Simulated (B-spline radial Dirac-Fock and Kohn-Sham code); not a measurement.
Energy-loss ionisation edge L2 (2p1/2) of Pr

System: atomic praseodymium in the configuration [Xe] 4f3 6s2. Level of theory: the first Born approximation with generalised oscillator strengths from a Dirac-Hartree-Slater potential (longitudinal and transverse terms; continuum final states only, so no white lines or fine structure); a radial atomic solver. The edge is taken at 6440.0 eV (tabulated value).

Partial cross sections σ(β, Δ) in barn, integrated over a window Δ above the edge and up to the collection semi-angle β, for parallel illumination:

```csv
E₀ (kV),β (mrad),Δ = 25 eV,Δ = 50 eV,Δ = 100 eV,Δ = 200 eV,Δ = 300 eV
60,50,0.854,1.69,3.33,6.45,9.36
80,20,0.233,0.459,0.904,1.75,2.53
80,100,2.22,4.40,8.71,17.0,24.8
100,5,0.0205,0.0403,0.0792,0.153,0.221
100,20,0.292,0.575,1.13,2.19,3.17
120,5,0.0253,0.0498,0.0978,0.189,0.273
120,50,1.26,2.49,4.91,9.55,13.9
120,100,2.25,4.47,8.85,17.3,25.3
200,10,0.175,0.345,0.679,1.31,1.90
200,50,1.46,2.88,5.70,11.1,16.2
200,100,2.17,4.30,8.53,16.7,24.5
300,5,0.0792,0.156,0.306,0.591,0.853
300,20,?,?,?,?,?
300,50,1.57,3.12,6.17,12.1,17.6
```

Task: Give the row for 300 kV and 20 mrad.

Result: 0.747 b for 25 eV, 1.47 b for 50 eV, 2.91 b for 100 eV, 5.65 b for 200 eV, 8.21 b for 300 eV.

Values without a named source are computed, but for edge energies of neutral atoms, which are taken from tables.
